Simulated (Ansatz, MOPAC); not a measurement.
Isomers of CH4S2. Gas-phase values, no solvent. One relaxed conformer stands for each flexible species; it need not be the lowest. Strings in code marks are SMILES.

Quantity: electronic energy of isomers of CH4S2 relative to `CSS` (C–S–S–H torsion 88°), in eV. Semi-empirical values (MOPAC) are differences of heats of formation.

Level 1: frozen-core CCSD(T) with HF/cc-pVQZ and the correlation energy extrapolated as X^-3 from cc-pVTZ and cc-pVQZ // PBE0-D3(BJ)/def2-TZVP (Ansatz, a program for electronic structure)
Level 2: HSE06/cc-pVTZ // PBE0-D3(BJ)/def2-TZVP (Ansatz)
Level 3: r2SCAN/cc-pVTZ // PBE0-D3(BJ)/def2-TZVP (Ansatz)
Level 4: PM3 // PBE0-D3(BJ)/def2-TZVP (MOPAC)

```tsv
species	level 2	level 3	level 4
`SCS` (H–S–C–S torsion -70°, S–C–S–H torsion 70°)	0.331	0.338	0.108
```

Q: What does level 1 give for each?

A: 
- `SCS` (H–S–C–S torsion -70°, S–C–S–H torsion 70°): 0.288
